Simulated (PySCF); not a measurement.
Some computed properties have been withheld. Give your best values.

C3H5AlO2.
Z-matrix (Å and degrees, PBE0-D3(BJ)/def2-SVP geometry), rows numbered from 1:
```
C 
C   1  1.3974
O   2  1.2657  1  125.71
Al  3  1.8719  2  127.18  1    -0.20
O   4  1.8719  3   92.99  2     0.33
C   5  1.2659  4  127.11  3    -0.32
H   1  1.0895  2  119.38  3  -180.00
H   2  1.1042  1  118.51  3   179.98
H   4  1.5871  3  109.05  2   111.73
H   4  1.5873  3  109.06  2  -110.98
H   6  1.1041  1  118.45  2  -179.92
```

```csv
property,level,value
point group,PBE0-D3(BJ)/def2-SVP,?
"rotational constants A, B, C",PBE0-D3(BJ)/def2-SVP,?
dipole moment,CAM-B3LYP/def2-SVPD,4.39 D
HOMO energy,CAM-B3LYP/def2-SVPD,?
LUMO energy,CAM-B3LYP/def2-SVPD,?
lowest singlet excitation,TDDFT CAM-B3LYP/def2-SVPD,"4.33 eV (286 nm, f = 0.071)"
strongest line among the 10 lowest singlet transitions,TDDFT CAM-B3LYP/def2-SVPD,"S3 at 5.57 eV (222 nm, f = 0.129)"
lowest triplet excitation (Tamm–Dancoff),TDA CAM-B3LYP/def2-SVPD,2.88 eV
static isotropic polarisability,CAM-B3LYP/def2-SVPD,68.5 au
vertical ionisation energy,ΔSCF CAM-B3LYP/def2-SVPD,?
vertical electron affinity,ΔSCF CAM-B3LYP/def2-SVPD,0.69 eV
electronic spatial extent ⟨r²⟩ about the centre of nuclear charge,CAM-B3LYP/def2-SVPD,?
13C chemical shifts (computed TMS as zero) by class,GIAO B3LYP/pcSseg-2,"194.5 (C2/C6), 111.1 (C1) ppm"
1H chemical shifts (computed TMS as zero) by class,GIAO B3LYP/pcSseg-2,?
"isotropic shieldings of nuclei other than C and H, by class",GIAO B3LYP/pcSseg-2,"6 (O3/O5), 434 (Al4) ppm"
```

Electronic properties: PySCF, gas phase, density fitting.

(1) Give the vertical ionisation energy.

(2) What is the HOMO energy?

(3) Give the electronic spatial extent ⟨r²⟩ about the centre of nuclear charge.

(4) The point group?

(5) Give the rotational constants A, B, C.

(6) The LUMO energy?

(7) What are the 1H chemical shifts (computed TMS as zero) by class?

Answers

(1) 9.50 eV.

(2) -8.66 eV.

(3) 614 bohr².

(4) C2v.

(5) 4.687, 3.325, 2.006 GHz.

(6) -1.43 eV.

(7) 8.16 (H8/H11), 5.50 (H7), 4.46 (H9/H10) ppm.

The largest Löwdin shares of the HOMO are 0.18 on Al4, 0.17 on C1, 0.15 on H10 and 0.15 on H9. The ΔSCF ionisation energy exceeds −ε(HOMO) by 0.84 eV with CAM-B3LYP. The rotational constants make it an asymmetric top with κ = (2B − A − C)/(A − C) = -0.02, midway between the prolate (−1) and oblate (+1) limits. Point group C2v permits a dipole; with 4.39 D the species has a pure rotational spectrum.

For the geometry optimisation (PBE0-D3(BJ)/def2-SVP), on Arm Neoverse V1, one thread, shared host, this took 31 s of wall time.
